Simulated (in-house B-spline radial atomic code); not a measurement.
LDA exchange-only excitations of Cl⁵⁺

Method: LDA exchange-only. Computed with a B-spline radial code for spherical atoms: linear response of the closed shell [Ne] 3s2 with the functional's adiabatic kernel; non-relativistic, point nucleus, no spin-orbit coupling, no double excitations, S, P, D and F terms only.

Command:
```bash
python run_td.py task.json out
```
Settings (radii: box in bohr, nucleus in fm):
```
Z                        17
electrons                12
configuration            [Ne] 3s2
hamiltonian              nr
method                   lda,
box_radius               16.35
intervals                51
```

Cost of the run: 0.1 s on 1 thread of Intel(R) Xeon(R) 6975P-C (Granite Rapids), on a shared host.

The lowest states, in the order of their Tamm-Dancoff energies; the method's threshold (minus the highest occupied level) is 87.68 eV. Labels give the largest channel, * marks a mixed state, and oscillator strengths are full-response dipole values. Semilocal kernels can invert the small singlet-triplet splittings of Rydberg terms. Energies in eV:

| state | full response | Tamm-Dancoff | oscillator strength |
| --- | --- | --- | --- |
| 3s → 3p 3P | 11.037 | 11.409 | - |
| 3s → 3p 1P | ? | ? | ? |
| 3s → 3d 3D | 31.95 | 32.07 | - |
| 3s → 3d 1D | 35.37 | 35.39 | - |
| 3s → 4s 3S | 48.87 | 48.89 | - |
| 3s → 4s 1S | ? | ? | - |
| 3s → 4p 3P | 53.81 | 53.83 | - |
| 3s → 4p 1P | 54.52 | 54.56 | 0.153 |
| 3s → 4d 3D | 60.74 | 60.75 | - |
| 3s → 4d 1D | 61.14 | 61.14 | - |

(1) Where does 3s → 4s 1S lie?

(2) Where does 3s → 3p 1P lie?

(3) How large is the singlet-triplet splitting of 3s → 3p (P terms) in Tamm-Dancoff?

(4) What polarisabilities and dispersion coefficient does the method give?

Answers

(1) At 50.46 eV in full response, 50.49 eV in Tamm-Dancoff.

(2) At 18.476 eV in full response, 19.274 eV in Tamm-Dancoff, oscillator strength 1.23.

(3) 7.87 eV, from the unrounded values.

(4) Dipole 2.791 bohr³, quadrupole 3.206 bohr⁵, C6 4.258 hartree·bohr⁶ for two such species.
